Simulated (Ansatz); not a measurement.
# Match the barriers

Saddle point of Si$_{2}$H$_{8}$Se, closed shell (Si₂H₆ ([SiH3][SiH3]) + H₂Se → SiH₄Se ([SiH3][SeH]) + SiH₄; bonds formed: Si1–Se7, Si2–H6; bonds broken: Si1–Si2, H6–Se7), PBE0-D4/def2-TZVP structure:

| atom | x (Å) | y (Å) | z (Å) |
| --- | --- | --- | --- |
| Si1 | -1.1317 | 0.2630 | -0.2772 |
| Si2 | 0.8019 | -1.1203 | 0.6962 |
| H3 | -1.5885 | -1.1647 | -0.0271 |
| H4 | -1.9236 | 1.0442 | 0.6949 |
| H5 | -1.3061 | 0.3947 | -1.7384 |
| H6 | 0.4876 | 0.5588 | 0.1518 |
| Se7 | 0.4849 | 2.4454 | -0.4050 |
| H8 | 2.1927 | -0.7053 | 1.0183 |
| H9 | 0.0861 | -1.5549 | 1.9182 |
| H10 | 0.8013 | -2.1481 | -0.3710 |
| H11 | 1.0952 | 1.9872 | -1.6605 |

Program: Ansatz 0.2.0. Basis: def2-TZVPP, with def2-QZVPP for the basis limit. Cores are frozen in the correlated methods. Filled d shells of the heavier atoms are correlated. The def2 sets are not built for correlating such inner shells, so the correlated values are less sure here. B3LYP uses VWN-RPA correlation. Extrapolation: Hartree–Fock as exp(−7.88 √X), correlation as X^−2.97. Four methods, as single points on the PBE0-D4 structures, gave these electronic barriers from the start structure: 177.2, 193.1, 216.2, 275.3 kJ/mol.

Task: The methods were, in alphabetical order, B3LYP-D4, BHLYP-D4, BLYP-D4, HF. Which gave which? (A judgement: the text doesn't fix the answer.)

Result: The calculation gives: BLYP-D4 177.2; B3LYP-D4 193.1; BHLYP-D4 216.2; HF 275.3 kJ/mol. For comparison, CCSD(T) at an estimated basis limit (MP2 extrapolated from triple and quadruple zeta, plus CCSD(T) − MP2 in triple zeta) gives 201.3 kJ/mol.

T1 diagnostic: at most 0.014.

Labels in which every atom is bracketed show which atoms are joined, not bond orders.

For scale, one of the runs: CCSD(T)/def2-TZVPP, 244 basis functions, launched by `ansatz run in.yaml --threads 4 --pin off --events-out ev --progress --plain --max-ram 9574MiB`. Hardware: 4 CPU threads of an Arm Neoverse V1, shared host. Wall time 2.5 min; peak host memory 4.4 GiB.
